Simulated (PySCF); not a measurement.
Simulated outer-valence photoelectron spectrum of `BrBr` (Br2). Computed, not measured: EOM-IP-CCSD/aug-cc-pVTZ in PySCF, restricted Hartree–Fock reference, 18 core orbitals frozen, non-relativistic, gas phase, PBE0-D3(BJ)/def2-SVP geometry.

Each root has a Gaussian of 0.4 eV full width with its one-hole share as area; cross sections and vibrations are left out, and the highest printed point is 100.

ionisation energy (eV), intensity and a bar:
```
     10.1          1 
     10.2          3 #
     10.3         14 ####
     10.4         37 ###########
     10.5         72 ######################
     10.6         99 ##############################
     10.7         96 #############################
     10.8         66 ####################
     10.9         32 ##########
     11.0         11 ###
     11.1          3 #
     11.2          0 
     11.3          0 
     11.4          0 
     11.5          0 
     11.6          0 
     11.7          0 
     11.8          0 
     11.9          0 
     12.0          0 
     12.1          0 
     12.2          0 
     12.3          0 
     12.4          1 
     12.5          5 ##
     12.6         18 ######
     12.7         46 ##############
     12.8         80 ########################
     12.9        100 ##############################
     13.0         88 ##########################
     13.1         55 ################
     13.2         24 #######
     13.3          7 ##
     13.4          2 
     13.5          0 
     13.6          0 
     13.7          0 
     13.8          0 
     13.9          0 
     14.0          1 
     14.1          5 ##
     14.2         15 #####
     14.3         32 ##########
     14.4         48 ##############
     14.5         50 ###############
     14.6         37 ###########
     14.7         19 ######
     14.8          7 ##
     14.9          2 #
     15.0          0
```

**Question.** Where are the maxima, and how many lines lie under the curve?

**Answer.** 3 maxima, at 10.6, 12.9 and 14.5 eV, from 3 lines (5 roots with degenerate partners counted).

**Question.** List the lines with their holes.

**Answer.** 
```tsv
E (eV)	leading hole (HF orbital)	area	Koopmans (eV)
10.64	HOMO/HOMO-1	1.92	11.09
12.91	HOMO-2/HOMO-3	1.88	13.74
14.46	HOMO-4	0.96	14.51
```

The widest gap, 2.27 eV, lies between 10.64 and 12.91 eV. Only orbitals with −ε under 21 eV, eight at most, were ionised, so the high end of the curve may lack lines.
